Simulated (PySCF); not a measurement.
Gas-phase reaction: 6 OH + Si₃O₃ + SiF₄ → 2 SiOF₂ + Si₂O(OH)₆

Method: PySCF energies (xtb for GFN2) plus ideal-gas RRHO corrections (1 bar). † marks an energy on the PBE0/def2-TZVP geometry and frequencies; other levels use their own. MP2 and CCSD(T) freeze the core. Open shells (unrestricted): OH (multiplicity 2, electronic degeneracy 4); the rest are closed-shell singlets. GFN2 has no spin-polarisation term. Spin-orbit splitting is ignored; it lowers the true energy and changes the entropy of OH. B3LYP is the form with VWN-RPA correlation. No R ln 2 is added for the mirror-image form of Si₂O(OH)₆. Si₃O₃, SiOF₂, Si₂O(OH)₆: computed as isolated molecules; such fragments, hydroxides, amides, oligomers or adducts are transient or little studied in the gas. MP2 isn't extrapolated to the basis-set limit; its ΔH°(298 K) is -2097.9 kJ in def2-SVP and -2266.2 kJ in def2-TZVPP. CCSD(T) isn't extrapolated to the basis-set limit. The harmonic model lacks anharmonicity and excited electronic states, which grow with temperature; levels with a mode under 35 cm⁻¹ are left out. Internal rotation in Si₂O(OH)₆ is treated as a harmonic vibration of one conformer, which makes the entropy rough. Soft modes under 120 cm⁻¹ make the harmonic entropy rough for Si₃O₃.

| level | ΔE electronic, kJ | ΔH°(298 K), kJ | ΔS°(298 K), J/K | ΔG°(1600 K), kJ |
|---|---|---|---|---|
| B3LYP/def2-TZVP† | -2067 | -1998 | -712 | -874 |
| CCSD(T)/def2-SVP† | -1961 | -1893 | -712 | -768 |
| GFN2-xTB | -3110 | -3044 | -702 | -1938 |
| HF/def2-TZVP† | -1516 | -1448 | -712 | -323 |
| MP2/def2-SVP† | -2166 | -2098 | -712 | -973 |
| PBE/def2-SVP | -2156 | -2089 | -724 | -947 |
| PBE/def2-TZVP† | -2174 | -2106 | -712 | -981 |
| PBE0/def2-TZVP | -2110 | -2042 | -712 | -917 |
| LDA/def2-TZVP† | -2582 | -2514 | -712 | -1389 |
| ωB97M-V/def2-TZVP† | -2143 | -2075 | -712 | -950 |
ΔH° is lowest at GFN2-xTB and highest at HF/def2-TZVP†. No reference value is set beside these.
